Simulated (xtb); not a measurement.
Harmonic IR lines of one isomer of C5H10, unscaled. All values below come from xtb with GFN2-xTB.

wavenumber (cm⁻¹): 898 (w), 963 (vw), 994 (w), 1026 (w), 1134 (vw), 1275 (w), 1504 (w), 1720 (w), 2937 (m), 3025 (s), 3034 (vs), 3051 (s), 3094 (m), 3118 (s)

**Question.** Identify which structure gives these lines.
(A) `C=C(C)CC`
(B) `C=CC(C)C`
(C) `C[C@@H]1C[C@@H]1C`
(D) `CCC1CC1`

**Answer.** B, `C=CC(C)C`
